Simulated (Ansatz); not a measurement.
These are frozen-core CCSD(T)/cc-pVTZ // r2SCAN-D4/def2-TZVP (Ansatz, a program for electronic structure) values and carry that method's errors. The geometry is that of the parent before the electron was removed.

Ansatz 0.2 input:
```yaml
crystal:
  periodic: [false, false, false]
  atoms:
    - { symbol: O, position_ang: [1.237253, -2.129991, -0.579721] }
    - { symbol: Si, position_ang: [0.959641, -0.673178, -0.248981] }
    - { symbol: O, position_ang: [2.11818, 0.467233, -0.147883] }
    - { symbol: Si, position_ang: [-1.203653, 0.12605, 0.163887] }
    - { symbol: H, position_ang: [1.846202, 1.365649, 0.068394] }
    - { symbol: H, position_ang: [-2.031619, -0.142877, -1.035671] }
    - { symbol: H, position_ang: [-1.17948, 1.586355, 0.442709] }
    - { symbol: H, position_ang: [-1.746524, -0.599243, 1.337267] }
basis:
  gaussian: { orbitals: cc-pVTZ }
correlation:
  method: ccsd_t
total_charge: 1
magnetization:
  spin_polarized: true
  initial_magnetization: 1
```

Output:

```
Functional definition: HF
1082 factors; integrals over basis functions are off by at most 1.1e-3 eV
mean field evaluation 1: about -19843.5042 eV, gradient 5.4e1 eV
mean field evaluation 2: about -19843.5204 eV, gradient 5.4e1 eV
mean field evaluation 4: about -19855.1170 eV, gradient 9.1e0 eV
mean field evaluation 8: about -19856.9484 eV, gradient 2.5e0 eV
mean field evaluation 16: about -19857.3639 eV, gradient 2.1e-1 eV
mean field evaluation 32: about -19857.2619 eV, gradient 1.2e0 eV
mean field evaluation 64: about -19849.1777 eV, gradient 8.5e0 eV
mean field evaluation 96: about -19855.1952 eV, gradient 4.0e0 eV
mean field evaluation 128: about -19856.8780 eV, gradient 6.2e-1 eV
mean field evaluation 160: about -19847.4855 eV, gradient 1.0e1 eV
mean field evaluation 192: about -19850.2997 eV, gradient 1.1e1 eV
mean field evaluation 224: about -19851.7062 eV, gradient 9.8e0 eV
mean field evaluation 256: about -19852.4009 eV, gradient 3.1e-1 eV
mean field evaluation 288: about -19853.3648 eV, gradient 5.5e0 eV
mean field evaluation 320: about -19851.3918 eV, gradient 5.8e0 eV
mean field evaluation 352: about -19849.6425 eV, gradient 3.2e0 eV
mean field evaluation 384: about -19849.8754 eV, gradient 2.5e1 eV
mean field evaluation 416: about -19849.9430 eV, gradient 6.8e-1 eV
mean field evaluation 448: about -19846.0702 eV, gradient 9.8e0 eV
mean field -19857.36513008 eV, -729.7447087249 hartree, gradient 2.7e-6 eV, S^2 0.760374; 5 other end points of the search recorded, 0 dependent functions left out
determinant -19857.36513008 eV, -729.7447087249 hartree, with singles and doubles -19876.07553185 eV, -730.4323033076 hartree
determinant -19856.89222309 eV, -729.7273297135 hartree, with singles and doubles -19875.51259881 eV, -730.4116159000 hartree
12 core orbitals not correlated
reference -19857.36513008 eV, -729.7447087249 hartree; 12, 11 occupied and 160, 161 virtual orbitals, 1082 factors
second order -17.35170348 eV of doubles, -0.00000000 eV of singles
cycle   1  -18.51926711 eV  change    -1.6e0 eV  update   3.0e-2
cycle   2  -18.56386952 eV  change   -4.5e-2 eV  update   1.1e-2
cycle   3  -18.56728878 eV  change   -3.4e-3 eV  update   8.2e-3
cycle   4  -18.57664700 eV  change   -9.4e-3 eV  update   6.9e-3
cycle   5  -18.58952095 eV  change   -1.3e-2 eV  update   5.2e-3
cycle   6  -18.59607269 eV  change   -6.6e-3 eV  update   3.2e-3
cycle   7  -18.59731456 eV  change   -1.2e-3 eV  update   2.0e-3
cycle   8  -18.59841803 eV  change   -1.1e-3 eV  update   1.5e-3
cycle   9  -18.59795769 eV  change    4.6e-4 eV  update   1.0e-3
cycle  10  -18.59809901 eV  change   -1.4e-4 eV  update   5.3e-4
cycle  11  -18.59843207 eV  change   -3.3e-4 eV  update   2.8e-4
cycle  12  -18.59838413 eV  change    4.8e-5 eV  update   1.3e-4
cycle  13  -18.59840071 eV  change   -1.7e-5 eV  update   8.0e-5
cycle  14  -18.59835991 eV  change    4.1e-5 eV  update   4.1e-5
cycle  15  -18.59835866 eV  change    1.2e-6 eV  update   1.9e-5
perturbative correction -0.69020902 eV, -0.0253647135 hartree
Total energy: -19876.65369776 eV, -730.4535505128 hartree
```

Cost: about 8 core-minutes (a rough figure).
